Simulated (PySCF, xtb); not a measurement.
dimethyl telluride (C₂H₆Te), SMILES C[Te]C. Atoms are numbered in the order given.

```xyz
9

C      1.5869     0.0000    -1.0854
Te     0.0000     0.0000     0.4026
C     -1.5869     0.0000    -1.0854
H      1.5122     0.9031    -1.7049
H      2.5436     0.0000    -0.5457
H      1.5122    -0.9031    -1.7049
H     -1.5122     0.9031    -1.7049
H     -2.5436     0.0000    -0.5457
H     -1.5122    -0.9031    -1.7049
```
Charge 0, spin multiplicity 1.

Geometry: B3LYP-D3(BJ)/def2-SVP. The def2 effective core potentials stand for the cores of Te; spin–orbit coupling is left out.

The numbers are results of C-PCM-M06-2X/def2-SVP in PySCF, not measurements.

The values are the electrostatic part of the solvation free energy, E(continuum) − E(gas) at the gas-phase geometry, in a cavity of scaled van der Waals radii (PySCF's table); cavitation and dispersion terms are not included. In vacuum the orbital gap is 7.25 eV. The dipole moment in vacuum is 1.16 D.

Computed values in water (ε = 78.36), benzene (ε = 2.27), acetone (ε = 20.49):
```tsv
solvent	ε	ΔG(elec) (kcal/mol)	dipole (D)	gap (eV)
water	78.36	-2.6	1.63	7.43
benzene	2.27	-1.4	1.38	7.35
acetone	20.49	-2.5	1.60	7.43
```

For comparison, GFN2-xTB/ALPB(water) (xtb, at the GFN2-xTB geometry, all terms of that model) gives -0.9 kcal/mol.
